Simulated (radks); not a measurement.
Results of a calculation; reference values are marked as such.
Problem. Valence configurations of O I (all share [He]). Level of theory: non-relativistic Kohn-Sham, r2SCAN, spin-unpolarised, spherical densities, point nucleus; meta-GGA in the generalised Kohn-Sham scheme (a radial shooting solver on a logarithmic mesh with Libxc functionals). Order these by energy: 2p6; 2s2 2p4; 2s0.5 2p5.5; 2s1 2p5; 2s1.5 2p4.5.

Solution. From the lowest, in eV above it: 2s2 2p4 0.000; 2s1.5 2p4.5 7.983; 2s1 2p5 15.959; 2s0.5 2p5.5 23.926; 2p6 31.881. NIST lists [He] 2s2 2p4 as the ground configuration; this level of theory agrees among the configurations tried. The energies are those of spherical spin-averaged densities, not of single terms.
